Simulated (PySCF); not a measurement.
## Electron correlation in C (carbon, neutral)

[He] 2s1 2p3, high-spin 5S determinant (an excited configuration). Calculation: PySCF 2.14, in aug-cc-pwCVTZ (7s6p4d2f, 59 functions); the non-relativistic Hamiltonian (point nucleus). Frozen: 1s2; 4 electrons correlated.

MP2 pair energies summed by pair of shells (mhartree):

```tsv
pair	energy	share (%)
2p-2p	-21.98	78.3
2s-2p	-6.09	21.7
```

Total MP2 correlation energy: -28.07 mhartree.

Same-spin part -28.07 and opposite-spin part 0.00 mhartree; SCS-MP2 scales them by 1/3 and 6/5 to -9.36 mhartree.
